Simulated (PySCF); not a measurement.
# Computed spin Hamiltonian

C₂H₅O₂Si (doublet state).
Cartesian coordinates in Å at the GFN2-xTB level; atoms count from 1:
```xyz
10
C2H5O2Si angstrom
C      1.600   -0.206   -0.329
O      0.337   -0.659   -0.714
Si    -1.125   -0.444   -0.057
C     -1.462    1.418   -0.115
O     -1.960    2.264    0.535
H      1.611    0.882   -0.229
H      2.313   -0.502   -1.100
H      1.899   -0.651    0.623
H     -1.995   -0.989   -1.083
H     -1.210   -1.107    1.250
```

The hyperfine couplings belong to this conformer and change with its torsions.

Identity: `CO[SiH2][C]=O` [radical].

Method: UKS B3LYP, pcH-1 on C H O Si, non-relativistic, mean-field spin-orbit, GIAO in PySCF 2.14.0. One conformer (not necessarily the lowest) at the GFN2-xTB geometry, without solvent, vibrations or thermal averaging. Couplings are sensitive to structure, and on GFN2-xTB geometries they can be far from those on DFT ones. The SCF solution wasn't tested for stability.

| Quantity | Value |
| --- | --- |
| g1, g2, g3 | 1.98815, 2.00190, 2.00479 |
| g_iso | 1.99828 |
| Form of g | rhombic: the two nearest values differ by 17 % of g3 − g1 |
| ⟨S²⟩ | 0.7527 (exact 0.7500) |
| HOMO–LUMO gap, α and β orbitals | 3.02, 6.51 eV |

Hyperfine couplings atom by atom, in MHz; T1 to T3 are the principal values of the dipolar part; ρ(0) is the spin density at the nucleus:

```json
{"atom": "C1", "isotope": "13C", "a_iso": "0.2", "of which spin–orbit": "0.0", "T1": "-0.5", "T2": "0.0", "T3": "0.6", "Mulliken spin population": "0.00", "ρ(0) (bohr⁻³)": "0.0001"}
{"atom": "O2", "isotope": "17O", "a_iso": "-5.7", "of which spin–orbit": "0.0", "T1": "-0.8", "T2": "0.3", "T3": "0.5", "Mulliken spin population": "0.00", "ρ(0) (bohr⁻³)": "0.0094"}
{"atom": "Si3", "isotope": "29Si", "a_iso": "-182.2", "of which spin–orbit": "0.3", "T1": "-43.5", "T2": "19.7", "T3": "23.8", "Mulliken spin population": "0.14", "ρ(0) (bohr⁻³)": "0.2054"}
{"atom": "C4", "isotope": "13C", "a_iso": "200.2", "of which spin–orbit": "-0.7", "T1": "-45.9", "T2": "-45.6", "T3": "91.5", "Mulliken spin population": "0.56", "ρ(0) (bohr⁻³)": "0.1787"}
{"atom": "O5", "isotope": "17O", "a_iso": "-28.4", "of which spin–orbit": "0.7", "T1": "-111.6", "T2": "53.7", "T3": "57.9", "Mulliken spin population": "0.25", "ρ(0) (bohr⁻³)": "0.0481"}
{"atom": "H6", "isotope": "1H", "a_iso": "0.5", "of which spin–orbit": "0.0", "T1": "-2.3", "T2": "-1.7", "T3": "4.1", "Mulliken spin population": "0.00", "ρ(0) (bohr⁻³)": "0.0001"}
{"atom": "H7", "isotope": "1H", "a_iso": "0.0", "of which spin–orbit": "0.0", "T1": "-0.9", "T2": "-0.8", "T3": "1.7", "Mulliken spin population": "0.00", "ρ(0) (bohr⁻³)": "0.0000"}
{"atom": "H8", "isotope": "1H", "a_iso": "-0.2", "of which spin–orbit": "0.0", "T1": "-1.2", "T2": "-0.8", "T3": "2.0", "Mulliken spin population": "0.00", "ρ(0) (bohr⁻³)": "0.0000"}
{"atom": "H9", "isotope": "1H", "a_iso": "-4.1", "of which spin–orbit": "0.0", "T1": "-4.1", "T2": "-2.6", "T3": "6.7", "Mulliken spin population": "0.00", "ρ(0) (bohr⁻³)": "-0.0009"}
{"atom": "H10", "isotope": "1H", "a_iso": "78.3", "of which spin–orbit": "0.0", "T1": "-4.5", "T2": "-1.1", "T3": "5.6", "Mulliken spin population": "0.05", "ρ(0) (bohr⁻³)": "0.0175"}
```

The Mulliken spin populations are largest on C4 (+0.56), O5 (+0.25) and Si3 (+0.14).

The SMILES `CO[SiH2][C]=O` draws the unpaired electron on C4, whose computed spin population is only +0.56.

Axes: g1 points within 10° of the C4–O5 bond and g2 points within 12° of the Si3–H10 bond.

Under fast tumbling the dipolar parts average out, and these isotropic splittings remain: 2 × 1H (H9/H10, I = 1/2, 3 lines) with 1.33 mT.

Nuclei that the bonding pattern makes equivalent are averaged, as if the motion that swaps them (rotation, inversion, ring flip) were fast. The 1H value of +37.1 MHz is a mean of couplings from -4.1 to 78.3 MHz in this one geometry, not an average over conformers.

The 29Si coupling of Si3 (-182.2 MHz) shows only in satellite lines or after enrichment, since that isotope makes up about 4.7 % of natural silicon.

The 13C coupling of C4 (200.2 MHz) shows only in satellite lines or after enrichment, since that isotope makes up about 1.07 % of natural carbon.

Time: 23 s wall (grids of density and orbitals included); peak memory 0.61 GiB. Hardware: an Arm Neoverse V2 with one thread, no GPU, shared host with 192 logical CPUs at a one-minute load of 19.
